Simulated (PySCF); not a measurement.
Cl5Re, SMILES [Cl][Re+]([Cl])([Cl])([Cl])[Cl] (connectivity only; charge and spin as stated), charge +1, multiplicity 2.

Geometry: B3LYP-D3(BJ)/def2-SVP. The multiplicity is an assumed one; other spin states were not compared. The def2 effective core potentials stand for the cores of Re; spin–orbit coupling is left out.

Computed with TDA-PBE/def2-SVPD (PySCF 2.14.0).

Vertical excitations. Isolated molecule, no solvent.

Computed excitation energies, oscillator strengths and character:
```csv
state,energy (eV),λ (nm),f,main pairs
root 1,0.15,8267,0.000,α HOMO→LUMO 100 %
root 2,1.02,1216,0.000,α HOMO→LUMO+1 99 %
root 3,1.18,1051,0.000,"α HOMO−1→LUMO 70 %, β HOMO→LUMO 30 %"
root 4,1.25,991,0.000,α HOMO→LUMO+2 99 %
root 5,1.36,913,0.001,"α HOMO−1→LUMO 29 %, β HOMO→LUMO 70 %"
root 6,1.55,801,0.000,"α HOMO−2→LUMO 67 %, β HOMO−1→LUMO 24 %, β HOMO→LUMO+1 5 %"
root 7,1.80,689,0.000,"β HOMO→LUMO+1 50 %, β HOMO−1→LUMO 42 %"
root 8,1.81,684,0.000,"α HOMO−3→LUMO 61 %, β HOMO−3→LUMO 36 %"
root 9,1.88,661,0.000,"α HOMO−4→LUMO 62 %, β HOMO−2→LUMO 36 %"
root 10,2.04,606,0.001,"α HOMO−5→LUMO 68 %, β HOMO−4→LUMO 22 %"
```
Unrestricted roots are not spin-pure.
